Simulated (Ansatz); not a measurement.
`N[SiH](O)[GaH2]` + HCl → `N[SiH](O)Cl` + `[GaH3]`  (cleavage of the Si–Ga bond)

Isolated molecules relaxed with PBE0-D4/def2-TZVP in Ansatz; ΔE leaves out vibrations. CCSD(T)/CBS is the MP2 limit (def2-TZVPP, def2-QZVPP) plus CCSD(T) − MP2 in def2-TZVPP, frozen cores. This one scheme is used for every species. Functionals use def2-TZVPP. For Ga outer-core shells are correlated without core-valence functions, which leaves a few kJ/mol of doubt a bond. Scalar relativity is left out up to krypton. Each species was taken in one conformer, which may not be the lowest.

`N[SiH](O)[GaH2]`:

```xyz
10

N    -1.618   -0.029    0.314
Si   -0.015   -0.568    0.026
O     0.922   -0.890    1.360
Ga    1.210    1.180   -1.087
H    -2.389   -0.667    0.419
H    -1.814    0.867    0.731
H    -0.216   -1.839   -0.730
H     0.696   -1.656    1.891
H     1.104    2.670   -0.577
H     2.121    0.932   -2.348
```

HCl:

```xyz
2

Cl    0.132   -0.219   -0.586
H    -0.132    0.219    0.586
```

`N[SiH](O)Cl`:

Cartesian coordinates in Å:
```
N 0.577 0.381 -0.989
Si 0.053 -0.310 0.473
O -1.090 0.611 1.184
Cl -0.648 -2.170 -0.059
H 0.865 -0.200 -1.758
H 1.004 1.293 -1.016
H 1.060 -0.501 1.533
H -1.821 0.895 0.632
```

`[GaH3]`:

Z-matrix (Å, degrees):
```
Ga
H 1 1.568
H 1 1.568 2 120.0
H 1 1.568 2 120.0 3 -179.9
```

(1) Is it downhill or uphill in electronic energy at CCSD(T)/CBS, and by how much? (Best estimate.)

(2) What do these levels give: LDA (SPW92), PBE-D4, ωB97M-V, r2SCAN0, LC-ωPBE, HF/def2-SVP, MP2/def2-SVP, CCSD/def2-TZVPP, MP2/def2-QZVPP, SCS-MP2/def2-QZVPP, HF/CBS(def2), CCSD/CBS(def2)? (Estimate.)

Largest T1 diagnostic among the species: 0.013.

## Answers

(1) Ansatz gave: Downhill: ΔE = -108.7 kJ/mol.

(2) Ansatz gave: LDA (SPW92) -100.5, PBE-D4 -95.9, ωB97M-V -116.0, r2SCAN0 -117.1, LC-ωPBE -111.0, HF/def2-SVP -127.6, MP2/def2-SVP -116.4, CCSD/def2-TZVPP -109.6, MP2/def2-QZVPP -117.1, SCS-MP2/def2-QZVPP -117.2, HF/CBS(def2) -132.5, CCSD/CBS(def2) -110.6 kJ/mol.

In def2-TZVPP, CCSD(T) changes the Hartree–Fock value by +23.2 kJ/mol (the triples alone add +1.8 kJ/mol) and MP2 by +14.9 kJ/mol. From PBE to PBE0 (25 % exact exchange), in def2-TZVPP and without D4, ΔE moves by −8.4 kJ/mol.
